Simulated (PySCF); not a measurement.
As⁺ (arsenic, charge +1) across methods

[Ar] 3d10 4s2 4p2, high-spin 3P determinant. Calculation: PySCF 2.14, in x2c-QZVPPall; the spin-free X2C one-electron Hamiltonian (Gaussian nucleus).

```csv
method,E (hartree),mean ε 4s α (eV),mean ε 4s β (eV),mean ε 4p α (eV),Σ⟨r²⟩ (bohr²),⟨S²⟩
PBE0,-2260.149,-25.811,-23.315,-15.295,29.82,2.003
M06,-2260.428,-25.671,-24.031,-15.027,29.65,2.001
LDA,-2256.992,-24.183,-22.644,-14.047,29.80,2.001
PBE,-2260.116,-23.987,-22.239,-14.019,29.88,2.002
wB97M-V,-2260.241,-28.338,-25.804,-17.353,29.98,2.002
UHF,-2258.74138,-30.439,-25.307,-18.447,30.14,2.009
r2SCAN,-2260.397,-24.648,-22.389,-14.453,29.69,2.004
M06-L,-2260.339,-24.293,-22.170,-14.107,29.57,2.003
```

Question: Estimate the same row for wB97X.

Answer: E (hartree) = -2260.482; mean ε 4s α (eV) = -28.490; mean ε 4s β (eV) = -26.222; mean ε 4p α (eV) = -17.495; Σ⟨r²⟩ (bohr²) = 29.73; ⟨S²⟩ = 2.002.
